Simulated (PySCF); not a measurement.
# Sr₂O₂: fields on a plane

These are results of PBE0 in PySCF with Sr def2-TZVP with ECP28, O def2-TZVP; scalar-relativistic core potentials, no spin–orbit coupling; density-fitted integrals, not measurements.

The singlet minimum has Sr–O 2.157 Å (×4); O–Sr–O 83.3° (×2), Sr–O–Sr 96.7° (×2).

The plane holds Sr1 at (0.00, 0.00), Sr2 at (3.22, 0.00), O3 at (1.61, 1.43), O4 at (1.61, -1.43) Å. Columns run from x = -1.95 to 5.55 Å, rows from y = 3.75 (top) to -3.45 Å, in steps of 0.3 Å. Other isomers or separated fragments may lie lower. Core electrons replaced by a potential are absent, the electrostatic potential uses the reduced nuclear charge, and values within about 0.7 Å of such atoms have no physical meaning.

Give the lowest empty orbital (Å^-3/2) at -1.00 eV (cut at ±0.3; overall sign arbitrary). Every second row and column.


```
 0.02  0.02  0.02  0.02  0.01  0.01  0.01  0.01  0.01  0.02  0.02  0.02  0.02
 0.03  0.03  0.03  0.02  0.02  0.02  0.02  0.02  0.02  0.02  0.03  0.03  0.03
 0.04  0.04  0.04  0.03  0.02  0.02  0.02  0.02  0.03  0.03  0.04  0.04  0.04
 0.06  0.06  0.05  0.04  0.02  0.01  0.01  0.01  0.03  0.04  0.05  0.06  0.06
 0.07  0.07  0.05  0.03  0.01 -0.04  0.01 -0.03  0.01  0.03  0.06  0.07  0.07
 0.09  0.07  0.00 -0.07 -0.01 -0.02 -0.06 -0.02 -0.02 -0.07  0.01  0.08  0.08
 0.09  0.06 -0.11 -0.03 -0.01  0.01  0.00  0.01 -0.02 -0.07 -0.08  0.07  0.09
 0.09  0.07 -0.06 -0.13 -0.02  0.00 -0.02  0.00 -0.03 -0.14 -0.04  0.07  0.09
 0.08  0.07  0.04  0.00  0.00 -0.05 -0.14 -0.03  0.00  0.00  0.04  0.08  0.08
 0.06  0.07  0.06  0.04  0.02 -0.01  0.04 -0.01  0.02  0.04  0.06  0.07  0.06
 0.05  0.05  0.05  0.04  0.03  0.02  0.01  0.02  0.03  0.04  0.05  0.05  0.05
 0.03  0.04  0.03  0.03  0.02  0.02  0.02  0.02  0.02  0.03  0.03  0.04  0.03
 0.02  0.02  0.02  0.02  0.02  0.01  0.01  0.01  0.02  0.02  0.02  0.02  0.02
```

Give the highest occupied orbital (Å^-3/2) at -4.62 eV (cut at ±0.3; overall sign arbitrary). Lower edges of the bins (Å^-3/2): '_' -0.300, '.' -0.240, ':' -0.180, '-' -0.120, '=' -0.060, '+' 0.000, '*' 0.060, '#' 0.120, '%' 0.180, '@' 0.240; top 0.30, each point printed twice.


```
++++++++++++++++++++++++++++++++++++++++++++++++++++
++++++++++++++++++++++++++++++++++++++++++++++++++++
++++++++++++++++++++++******++++++++++++++++++++++++
++++++++++++++++++**************++++++++++++++++++++
++++++++++++++++****##%%%%####**++++++++++++++++++++
++++++++++++++++**##%%@@@@@@%%****++++++++++++++++++
++++++++++++++++**##@@@@@@@@%%****++++++++++++++++++
++++++++++++++++++**%%@@@@@@%%**++++++++++++++++++++
++++++++++++++++====--____..====++++++++++++++++++++
++++++++****++====::________..--==++++****++++++++++
++++++********==--::________..::--++******++++++++++
++++++++**##**==--::::......::::--++**##**++++++++++
++++++++++**++========------========++**++++++++++++
==========--==++++++++******++++++++==--============
========--::--++**####%%%%%%####**==--::--==========
======--------++**##@@@@@@@@%%##**==------==========
========----==++++##@@@@@@@@%%**++====----==========
================++++**@@@@%%++++====================
==================--..______::--====================
================--::________..----==================
================--::..______..----==================
================----::....::::--====================
==================--------------====================
======================------========================
====================================================
```
